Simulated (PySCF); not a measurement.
Be(NH2)(SiH3) (BeH₅NSi), SMILES [NH2][Be][SiH3]. Atoms are numbered in the order given.

```xyz
8

Be     0.6043     0.0795    -0.5259
N      1.7190     0.2427    -1.5201
H      2.3681    -0.4812    -1.7942
H      1.9358     1.0944    -2.0182
Si    -1.0272    -0.1452     0.9086
H     -1.8530    -1.3575     0.6515
H     -1.9646     1.0119     0.8688
H     -0.5562    -0.2510     2.3168
```
Charge 0, spin multiplicity 1.

Geometry optimised at TPSSh-D3(BJ)/def2-TZVP. The values are those of a single conformer.

Method: PBE0/pcJ-1 (PySCF).

Isotropic couplings with Fermi-contact, spin-dipole and both spin-orbit terms, one fixed conformer, no vibrational averaging. Isotopes: 14N, 1H, 29Si.

```csv
pair,bonds apart,J (Hz)
N2–H3,1,52.1
N2–H4,1,52.1
Si5–H6,1,-175.9
Si5–H7,1,-173.8
Si5–H8,1,-177.2
N2–Si5,2,-4.7
H3–H4,2,-11.3
H6–H7,2,[?]
H6–H8,2,[?]
H7–H8,2,[?]
N2–H6,3,[?]
N2–H8,3,[?]
H3–Si5,3,[?]
H4–Si5,3,[?]
H3–H7,4,-0.3
H4–H6,4,-0.5
H4–H7,4,0.4
H4–H8,4,-0.5
```

Question: Complete the blanks. (Estimate from the structure and the level; the computed values follow.)

Answer: 
- H6–H7, J (Hz): -8.3
- H6–H8, J (Hz): -6.9
- H7–H8, J (Hz): -7.7
- N2–H6, J (Hz): 0.3
- N2–H8, J (Hz): 0.4
- H3–Si5, J (Hz): -0.6
- H4–Si5, J (Hz): -0.6
